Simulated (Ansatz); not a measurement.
`[SiH3]C1B[SiH2][SiH2]1` at its PBE0-D4/def2-TZVP geometry, where that method's forces vanish. Total charge 0; spin multiplicity 1.

| atom | x (Å) | y (Å) | z (Å) |
| --- | --- | --- | --- |
| Si1 | -0.7320 | 1.7873 | -0.4624 |
| C2 | -0.6368 | 0.3909 | 0.7698 |
| B3 | 0.7281 | -0.1748 | 1.2242 |
| Si4 | 1.7727 | -1.0304 | -0.1972 |
| Si5 | -0.6170 | -1.2624 | -0.2223 |
| H6 | 0.2248 | 1.5359 | -1.5734 |
| H7 | -0.3816 | 3.0831 | 0.1794 |
| H8 | -2.1008 | 1.8988 | -1.0353 |
| H9 | -1.3961 | 0.4825 | 1.5481 |
| H10 | 0.8238 | -0.7011 | 2.3005 |
| H11 | 2.1037 | -0.4233 | -1.5097 |
| H12 | 2.6663 | -2.1641 | 0.1349 |
| H13 | -1.1348 | -1.0373 | -1.5963 |
| H14 | -1.3202 | -2.3851 | 0.4396 |

(1) For each bond, give half the difference of the two atoms' forces along it (eV/Å; positive pushes the atoms apart) under PBE-D4, r2SCAN-D4, B3LYP-D4, ωB97M-V in def2-TZVPP. (Estimate.)

Results:

(1) Ansatz gave: 
```tsv
bond	length (Å)	PBE-D4	r2SCAN-D4	B3LYP-D4	ωB97M-V
Si1–C2	1.865	0.01	0.02	0.13	0.09
Si1–H6	1.488	0.06	-0.02	-0.07	-0.09
Si1–H7	1.488	0.07	-0.03	-0.11	-0.13
C2–B3	1.546	0.04	0.06	0.05	0.07
C2–Si5	1.928	0.05	0.03	0.16	0.09
C2–H9	1.091	0.09	-0.02	-0.06	-0.06
B3–Si4	1.960	-0.06	0.02	0.15	0.07
B3–H10	1.202	0.07	-0.03	-0.17	-0.14
Si4–Si5	2.401	0.01	0.03	0.20	0.11
Si4–H11	1.483	0.09	-0.02	-0.09	-0.12
Si4–H12	1.481	0.08	-0.03	-0.10	-0.10
Si5–H13	1.485	0.11	0.00	-0.16	-0.16
Si5–H14	1.481	0.07	-0.02	-0.16	-0.15
```

B3LYP here is the variant with VWN-RPA as its local correlation; programs differ in this.
